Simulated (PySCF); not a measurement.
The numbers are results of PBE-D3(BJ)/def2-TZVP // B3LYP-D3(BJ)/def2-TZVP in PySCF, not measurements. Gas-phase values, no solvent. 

Reference species (SMILES): `CB(C)C` (neutral, multiplicity 1).

The dipole moment is 0.09 D.

Changed species: `CB([SiH3])[SiH3]` (whole molecule; the reference has whole molecule).

Predict the effect on the dipole moment.

the dipole moment rises by 1.24 D, to 1.33 D.
